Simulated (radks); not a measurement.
Er, configuration [Xe] 4f12 6s2. Calculated with a radial shooting solver on a logarithmic mesh with Libxc functionals: Dirac Kohn-Sham, PBEsol, spin-unpolarised, spherical densities, point nucleus; open shells fill j = l - 1/2 first.

Normalised radial functions P(r) = r R(r) (large component), r in bohr:

| r | 5p1/2 | 4f7/2 |
|---|---|---|
| 0.001178 | 0.0046 | 0.0000 |
| 0.001609 | 0.0065 | 0.0000 |
| 0.002198 | 0.0095 | 0.0000 |
| 0.003003 | 0.0141 | 0.0000 |
| 0.004102 | 0.0211 | 0.0000 |
| 0.00556 | 0.0316 | 0.0000 |
| 0.007595 | 0.0479 | 0.0000 |
| 0.01038 | 0.0719 | 0.0000 |
| 0.01418 | 0.1055 | 0.0001 |
| 0.01937 | 0.1484 | 0.0005 |
| 0.02625 | 0.1931 | 0.0014 |
| 0.03586 | 0.2254 | 0.0042 |
| 0.04899 | 0.2129 | 0.0119 |
| 0.06692 | 0.1188 | 0.0318 |
| 0.09143 | -0.0658 | 0.0786 |
| 0.1249 | -0.2666 | 0.1762 |
| 0.1693 | -0.3159 | 0.3452 |
| 0.2313 | -0.0788 | 0.5988 |
| 0.3159 | 0.3254 | 0.8810 |
| 0.4316 | 0.4794 | 1.0783 |
| 0.5897 | 0.1031 | 1.0888 |
| 0.8056 | -0.5426 | 0.9217 |
| 1.092 | -0.9365 | 0.6785 |
| 1.492 | -0.8752 | 0.4367 |
| 2.038 | -0.5303 | 0.2504 |
| 2.784 | -0.2121 | 0.1299 |
| 3.803 | -0.0536 | 0.0624 |
| 5.195 | -0.0075 | 0.0265 |
| 7.041 | -0.0005 | 0.0094 |
| 9.619 | 0.0000 | 0.0024 |
| 13.14 | 0.0000 | 0.0004 |

5p1/2: eigenvalue -30.233 eV, 3 radial nodes at r = 0.0828, 0.246, 0.621 bohr, <r> = 1.42 bohr, 90 % of the charge inside 2.10 bohr. 4f7/2: eigenvalue -2.646 eV, 0 radial nodes, <r> = 0.846 bohr, 90 % of the charge inside 1.49 bohr.
